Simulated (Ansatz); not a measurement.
Ansatz (a quantum-chemistry and plane-wave program) input (CCSD(T)/cc-pwCVTZ):
A basis named .json is the Basis Set Exchange file of that set.

Ansatz 0.2 input:
```yaml
crystal:
  periodic: [false, false, false]
  atoms:
    - {symbol: Si, position_ang: [0.00107769, -0.00268426, 0.49256016]}
    - {symbol: F, position_ang: [1.11248875, -0.75428203, -0.38966015]}
    - {symbol: F, position_ang: [-1.11416515, 0.75845754, -0.37654454]}
basis:
  gaussian:
    orbitals: cc-pwCVTZ.json
magnetization: {spin_polarized: true, initial_magnetization: 2}
correlation: {method: ccsd_t, electrons: outside_noble_gas}
```

End of the output:

```
second order -15.99401724 eV of doubles, -0.00000000 eV of singles
coupled cluster: 1.15 GiB planned
cycle   1  -15.61418697 eV  change    3.8e-1 eV  update   8.5e-2
cycle   2  -15.94753233 eV  change   -3.3e-1 eV  update   2.7e-2
cycle   3  -16.03952544 eV  change   -9.2e-2 eV  update   1.6e-2
cycle   4  -16.02356501 eV  change    1.6e-2 eV  update   4.4e-3
cycle   5  -16.02145639 eV  change    2.1e-3 eV  update   2.1e-3
cycle   6  -16.02319881 eV  change   -1.7e-3 eV  update   7.1e-4
cycle   7  -16.02326196 eV  change   -6.3e-5 eV  update   3.4e-4
cycle   8  -16.02325826 eV  change    3.7e-6 eV  update   1.1e-4
cycle   9  -16.02328269 eV  change   -2.4e-5 eV  update   5.1e-5
cycle  10  -16.02325636 eV  change    2.6e-5 eV  update   1.7e-5
cycle  11  -16.02326839 eV  change   -1.2e-5 eV  update   7.3e-6
perturbative correction -0.50431670 eV, -0.0185332970 hartree
Total energy: -13293.58220941 eV, -488.5301354820 hartree
```

This is an excited triplet: at this geometry the singlet lies 3.07 eV lower at RI-MP2/CBS(aug-cc-pV(T+d)Z,aug-cc-pV(Q+d)Z)+[CCSD(T)-MP2]/aug-cc-pV(T+d)Z.
